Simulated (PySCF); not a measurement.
How methods differ on the interval between two levels of B

B [He] 2s2 2p1 [2P3/2, M_J = 3/2] → B [He] 2s1 2p1 3s1 [4P5/2, M_J = 5/2], as a difference of total energies. All numbers are calculated (PySCF 2.14, the two-component X2C-1e Hamiltonian, in x2c-SVPall-2c with one added diffuse shell of s type (4s2p1d, 15 functions)). Correlated levels: 1s2 frozen. "Screened" scales the spin-orbit matrix elements by Boettger's factors to mimic the two-electron term; Breit and QED terms are absent.

| method | interval between two levels (cm⁻¹) |
| --- | --- |
| GHF (spin-free) | 63749 |
| GMP2 (spin-free) | 70989 |
| GHF (screened spin-orbit) | 63751 |
| GMP2 (screened spin-orbit) | 70991 |

The labels give the starting determinants; with spin-orbit coupling the two ends relaxed to ⟨J²⟩ = 3.76, ⟨L²⟩ = 2.00, ⟨S²⟩ = 0.75 and ⟨J²⟩ = 8.75, ⟨L²⟩ = 2.00, ⟨S²⟩ = 3.75.
